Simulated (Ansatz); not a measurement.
The cluster PtSe2⁺. Charge 1, multiplicity 2. Geometry PBE0-D4/def2-TZVP, that of the neutral singlet; atoms count from 1.

```csv
atom,x (Å),y (Å),z (Å)
Pt1,0.004,0.004,0.000
Se2,-1.091,1.197,-1.468
Se3,1.087,-1.202,1.467
```

In the def2 sets Pt takes a core potential; there is no spin–orbit coupling. The charge 1 doublet is spin-contaminated (final ⟨S²⟩ up to 2.02, 0.75 for a pure state). The structure comes from a short search, and lower isomers may exist.

(1) Estimate the Mulliken populations from the PBE0/def2-TZVP orbitals of Ansatz.

(2) Where does the spin sit?

(3) And the Mayer bond orders between bonded heavy atoms (over 0.3)?

Answers

(1) 
```csv
atom,charge (e),spin (α − β),d electrons
Pt1,0.52,0.94,8.51
Se2,0.23,-1.45,–
Se3,0.25,1.51,–
```
Mulliken values and Mayer orders depend strongly on the basis.

(2) Summed by element: Pt 0.94, Se 0.06, of 1 unpaired in all. Largest on single atoms: Se3 1.51, Se2 -1.45, Pt1 0.94.

(3) Pt1–Se2 1.33 (2.19 Å); Pt1–Se3 1.44 (2.19 Å). Values over 0.3 also appear between atoms too far apart for a bond (Se2–Se3 0.51 at 4.37 Å); they arise where an orbital or an unpaired electron spreads over both atoms.
